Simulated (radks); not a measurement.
Values are calculated unless marked as measured or tabulated.
Excited configurations of Si III: one electron is placed in a higher orbital outside [Ne] 3s1. The ground configuration is [Ne] 3s2. Code: a radial shooting solver on a logarithmic mesh with Libxc functionals. Model: Dirac Kohn-Sham, LDA (Slater exchange, Perdew-Wang correlation), spin-unpolarised, spherical densities, point nucleus; open shells fill j = l - 1/2 first. Excitation = E - E(ground); binding = E(ion) - E, where the ion is the core of charge +3; n* = 3/sqrt(2 binding) in atomic units, and the quantum defect is n - n*.

outer orbital  excitation (eV)  binding (eV)     n*  quantum defect  eigenvalue (eV)  <r> (bohr)
3p1/2                    7.999        26.140  2.164           0.836          -21.301       2.201
4s1/2                   19.664        14.474  2.909           1.091          -12.297       4.324
4p1/2                   22.061        12.078  3.184           0.816          -10.177       4.880
4d3/2                   25.237         8.901  3.709           0.291           -7.379       6.029
4f5/2                   26.299         7.840  3.952           0.048           -6.254       5.767
5s1/2                   25.985         8.153  3.875           1.125           -7.003       7.681
5d3/2                   28.486         5.653  4.654           0.346           -4.798       10.11
6f5/2                   30.477         3.662  5.783           0.217           -3.114       15.20
7s1/2                   30.484         3.655  5.788           1.212           -3.188       17.26
7p1/2                   30.801         3.337  6.057           0.943           -2.906       18.62
7d3/2                   31.279         2.860  6.543           0.457           -2.483       21.14

Estimate the row for 5f5/2.

Answer. excitation (eV) 28.946; binding (eV) 5.193; n* 4.856; quantum defect 0.144; eigenvalue (eV) -4.322; <r> (bohr) 10.00. The Delta-SCF ionisation energy is 34.139 eV (NIST Atomic Spectra Database: 33.493 eV, measured). Self-interaction in the functional shifts the binding energies and quantum defects, so they are the method's values and not measured ones. Spin polarisation and multiplet splitting are left out, so open shells lie too high by an amount that depends on their filling.

Beside tabulated values, note that spin-unpolarised runs miss the spin-polarisation part of the exchange energy of open shells.
